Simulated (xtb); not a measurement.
hydrogen cyanide (CHN), singlet, from a rough starting geometry; GFN2-xTB run with xtb 6.7.1.

Input for xtb:
```
$ xtb mol.xyz --gfn 2 --opt vtight --json

# file mol.xyz
3

C      0.00609003     0.05149158    -0.04929209
N     -0.02181515    -0.00176717     1.18189583
H      0.03969504    -0.02579259    -1.14478554
```

It wrote (shortened):

```
   ID    Z sym.   atoms
    1    6 C      1
    2    7 N      2
    3    1 H      3

           -------------------------------------------------
          |                Calculation Setup                |
           -------------------------------------------------

           -------------------------------------------------
          |                 G F N 2 - x T B                 |
           -------------------------------------------------

          ...................................................
          :                      SETUP                      :
          :.................................................:
          :  # basis functions                   9          :
          :  # atomic orbitals                   9          :
          :  # shells                            5          :
          :  # electrons                        10          :
          :  max. iterations                   250          :
          :  Hamiltonian                  GFN2-xTB          :
          :  restarted?                      false          :
          :  GBSA solvation                  false          :
          :  PC potential                    false          :
          :  electronic temp.          300.0000000     K    :
          :  accuracy                    1.0000000          :
          :  -> integral cutoff          0.2500000E+02      :
          :  -> integral neglect         0.1000000E-07      :
          :  -> SCF convergence          0.1000000E-05 Eh   :
          :  -> wf. convergence          0.1000000E-03 e    :
          :  Broyden damping             0.4000000          :
          :  net charge                          0          :
          :  unpaired electrons                  0          :
          ...................................................

 iter      E             dE          RMSdq      gap      omega  full diag
   1     -5.5117249 -0.551172E+01  0.111E+01    5.54       0.0  T
   2     -5.4752635  0.364613E-01  0.862E+00    6.04       1.0  T
   3     -5.5092763 -0.340127E-01  0.560E+00    4.98       1.0  T
   4     -5.5540584 -0.447821E-01  0.968E-01    5.04       1.0  T
   5     -5.5550431 -0.984706E-03  0.300E-01    4.99       1.0  T
   6     -5.5552030 -0.159885E-03  0.149E-01    5.04       1.0  T
   7     -5.5552476 -0.446197E-04  0.197E-02    5.03       2.9  T
   8     -5.5552486 -0.965917E-06  0.103E-02    5.03       5.6  T
   9     -5.5552488 -0.259839E-06  0.145E-03    5.03      39.7  T
[...]
         :: total energy              -5.484484039696 Eh    ::
 * total energy  :    -5.4844840 Eh     change       -0.1039169E-11 Eh
 * total energy  :    -5.5034113 Eh     change       -0.1892728E-01 Eh
 * total energy  :    -5.5038600 Eh     change       -0.4486736E-03 Eh
 * total energy  :    -5.5039707 Eh     change       -0.1107060E-03 Eh
 * total energy  :    -5.5040596 Eh     change       -0.8887092E-04 Eh
 * total energy  :    -5.5040652 Eh     change       -0.5625992E-05 Eh
 * total energy  :    -5.5040662 Eh     change       -0.1029195E-05 Eh
 * total energy  :    -5.5040662 Eh     change       -0.2912063E-08 Eh
   *** GEOMETRY OPTIMIZATION CONVERGED AFTER 8 ITERATIONS ***
         :: total energy              -5.504066223354 Eh    ::
[...]
         4        2.0000           -0.5064621             -13.7815
         5        2.0000           -0.4498809             -12.2419 (HOMO)
         6                         -0.2312317              -6.2921 (LUMO)
         7                         -0.2312317              -6.2921
         8                          0.1196368               3.2555
         9                          1.1394508              31.0060
      -------------------------------------------------------------
                  HL-Gap            0.2186491 Eh            5.9497 eV
             Fermi-level           -0.3405563 Eh           -9.2670 eV

     #   Z          covCN         q      C6AA      α(0)
     1   6 C        1.838     0.075    29.261     8.739
     2   7 N        0.910    -0.158    24.420     7.147
     3   1 H        0.927     0.083     1.952     2.185

 Mol. C6AA /au·bohr⁶  :        137.588048
 Mol. C8AA /au·bohr⁸  :       3257.213146
 Mol. α(0) /au        :         18.070770

Wiberg/Mayer (AO) data.
largest (>0.10) Wiberg bond orders for each atom

 ---------------------------------------------------------------------------
     #   Z sym  total        # sym  WBO       # sym  WBO       # sym  WBO
 ---------------------------------------------------------------------------
     1   6 C    3.933 --     2 N    2.985     3 H    0.948
     2   7 N    3.030 --     1 C    2.985
     3   1 H    0.993 --     1 C    0.948
 ---------------------------------------------------------------------------

Topologies differ in total number of bonds
Writing topology from bond orders to xtbtopo.mol

molecular dipole:
                 x           y           z       tot (Debye)
 q only:        0.013      -0.005      -0.505
   full:        0.027      -0.010      -1.031       2.622
molecular quadrupole (traceless):
                xx          xy          yy          xz          yz          zz
 q only:        0.171       0.000       0.170       0.002      -0.016      -0.341
  q+dip:       -0.211       0.000      -0.213      -0.040      -0.017       0.425
   full:        0.737       0.001       0.736       0.035      -0.045      -1.473

optimized geometry written to: xtbopt.xyz

           -------------------------------------------------
          | TOTAL ENERGY               -5.504066223354 Eh   |
          | GRADIENT NORM               0.000028063615 Eh/α |
          | HOMO-LUMO GAP               5.949745885302 eV   |
           -------------------------------------------------
```
